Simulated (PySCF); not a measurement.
**O⁺ (oxygen, charge +1) across methods**

[He] 2s2 2p2 3s1, high-spin 4P determinant (an excited configuration). Calculation: PySCF 2.14, in aug-cc-pVTZ (5s4p3d2f, 46 functions); the non-relativistic Hamiltonian (point nucleus).

```json
{"method": "HSE06", "E (hartree)": "-73.6667", "mean ε 2s β (eV)": "-48.206", "mean ε 2p α (eV)": "-38.653", "mean ε 3s α (eV)": "-9.867", "Σ⟨r²⟩ (bohr²)": "18.28", "⟨S²⟩": "3.752"}
{"method": "PBE", "E (hartree)": "-73.6477", "mean ε 2s β (eV)": "-46.477", "mean ε 2p α (eV)": "-36.241", "mean ε 3s α (eV)": "-9.603", "Σ⟨r²⟩ (bohr²)": "18.26", "⟨S²⟩": "3.751"}
{"method": "PBE0", "E (hartree)": "-73.6595", "mean ε 2s β (eV)": "-48.642", "mean ε 2p α (eV)": "-39.072", "mean ε 3s α (eV)": "-10.244", "Σ⟨r²⟩ (bohr²)": "18.31", "⟨S²⟩": "3.752"}
{"method": "UHF", "E (hartree)": "-73.53321", "mean ε 2s β (eV)": "-53.461", "mean ε 2p α (eV)": "-46.951", "mean ε 3s α (eV)": "-11.787", "Σ⟨r²⟩ (bohr²)": "18.44", "⟨S²⟩": "3.754"}
{"method": "wB97M-V", "E (hartree)": "-73.7250", "mean ε 2s β (eV)": "-51.562", "mean ε 2p α (eV)": "-41.269", "mean ε 3s α (eV)": "-11.657", "Σ⟨r²⟩ (bohr²)": "18.24", "⟨S²⟩": "3.751"}
{"method": "r2SCAN0", "E (hartree)": "-73.6947", "mean ε 2s β (eV)": "-48.844", "mean ε 2p α (eV)": "-39.889", "mean ε 3s α (eV)": "-10.247", "Σ⟨r²⟩ (bohr²)": "18.36", "⟨S²⟩": "3.753"}
{"method": "LDA", "E (hartree)": "-73.1553", "mean ε 2s β (eV)": "-46.321", "mean ε 2p α (eV)": "-36.176", "mean ε 3s α (eV)": "-9.632", "Σ⟨r²⟩ (bohr²)": "18.20", "⟨S²⟩": "3.751"}
{"method": "r2SCAN", "E (hartree)": "-73.6914", "mean ε 2s β (eV)": "-46.863", "mean ε 2p α (eV)": "-37.371", "mean ε 3s α (eV)": "-9.647", "Σ⟨r²⟩ (bohr²)": "18.38", "⟨S²⟩": "3.753"}
{"method": "B3LYP", "E (hartree)": "-73.7299", "mean ε 2s β (eV)": "-48.423", "mean ε 2p α (eV)": "-38.555", "mean ε 3s α (eV)": "-10.068", "Σ⟨r²⟩ (bohr²)": "18.19", "⟨S²⟩": "3.752"}
```

The outer electron is Rydberg-like, and this basis confines it to a smaller radius and binds it less than a complete one would.
